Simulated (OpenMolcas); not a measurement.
# d6 ions of charge +3 down a group on the Cd site of KCdF3

```json
{
  "Program": "OpenMolcas 26.06",
  "Method": "CASSCF",
  "Spin-orbit coupling": "state interaction with AMFI integrals over the reference wave functions"
}
```

The d shell is active. Each dopant is a cluster with its nearest anions in model potentials and point charges, with no relaxation and no local charge compensation. Distances were set from a Shannon-type radius of the metal (high-spin where two are listed) plus a fixed donor radius (F 1.31 Å), in hosts weighted 0.65 to 0.35 with the host's distance in the model lattice. Ligand basis ANO-RCC-VDZP, DKH2 Hamiltonian. States (labels of O, the rotations of Oh). Energies in cm-1 above the lowest state or level, χT in cm3 K/mol; 10Dq and B are least-squares fits to the states below 45000 cm-1, weighted by degeneracy, with a free offset, and given where the rms deviation is under 5 % of |10Dq| (or 100 cm-1) and under 700 cm-1. Spin-only χT is S(S+1) / 2 for the spin of the ground state.

| Ion | Shell | R (Å) | Metal basis | Ground state | First state of that spin | 10Dq | B (rms of fit) | First gap with spin-orbit (degeneracies) | χT at 300 K | First state of another spin | Spin-only χT |
| --- | --- | --- | --- | --- | --- | --- | --- | --- | --- | --- | --- |
| Rh3+ | 4d6 | 2.037 | ANO-RCC-VTZP | 1A1 | 1T1 16936 | 19318 | 802 (201) | 8484 (1, 2) | 0.049 | 5T2 9567 | 0.000 |
| Ir3+ | 5d6 | 2.046 | ANO-RCC-VTZP | 1A1 | 1T1 21910 | 24136 | 751 (135) | 13551 (1, 2) | 0.039 | 3T1 15523 | 0.000 |

|10Dq| changes by a factor of 24136 / 19318 = 1.25 from Rh3+ to Ir3+.

B goes from 802 cm-1 (Rh3+) to 751 cm-1 (Ir3+).

Below the highest spin of the shell: Rh3+, Ir3+. χT departs most from the spin-only value for Rh3+, by +0.049 cm3 K/mol.

Without dynamic correlation the repulsion within the d shell is too large (B by tens of per cent), so at a given field states of lower spin stand too high. With metal d orbitals alone the field can be off either way by tens of per cent. Ligand-to-metal charge-transfer states are missing. With no ligand orbital active B as a rule stays too high, so bands that hang on it stand too high and its fall with covalency is understated. This shell can be high or low spin here, a state of another spin lies low, and with metal d orbitals alone active their balance is uncertain, so the ground spin may be wrong, although the usual error favours high spin (holds for Rh3+). The least metal-like active orbital is 81 % on the metal (Löwdin) and no ligand orbital is active, so the numbers are rough (holds for Rh3+). The least metal-like active orbital is 80 % on the metal (Löwdin) and no ligand orbital is active, so the numbers are rough (holds for Ir3+). No measured value stands beside these numbers; the geometry was set by hand and not optimised.
